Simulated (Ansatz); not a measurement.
```xyz
11

C    -1.317   -0.742    0.033
C    -0.118   -0.707    0.642
C     1.183   -0.496   -0.044
Al    0.454    1.279   -0.372
Cl   -0.241    1.800   -2.277
Cl    0.457    2.753    1.114
H    -1.410   -0.794   -1.048
H    -2.234   -0.770    0.608
H    -0.105   -0.656    1.730
H     1.281   -1.044   -0.981
H     2.049   -0.624    0.595
```

The species carries charge 0 and has multiplicity 1.

Problem. List the ωB97M-V/def2-TZVPP orbital energies in eV (Ansatz). (An estimate is asked.)

Solution. The calculation gave: Occupied: -2771.61, -2771.59, -1533.31, -282.82, -282.07, -281.48, -262.02, -262.00, -199.47, -199.44, -199.39, -199.38, -199.36, -199.35, -117.82, -77.45, -77.35, -77.29, -26.00, -25.37, -25.13, -22.31, -18.85, -16.64, -15.31, -14.81, -13.65, -13.43, -12.75, -12.60, -12.06, -11.52, -11.50, -11.27, -9.44. Lowest empty: 0.81, 1.85, 2.01, 2.80, 3.21, 3.46, 4.12, 4.28.
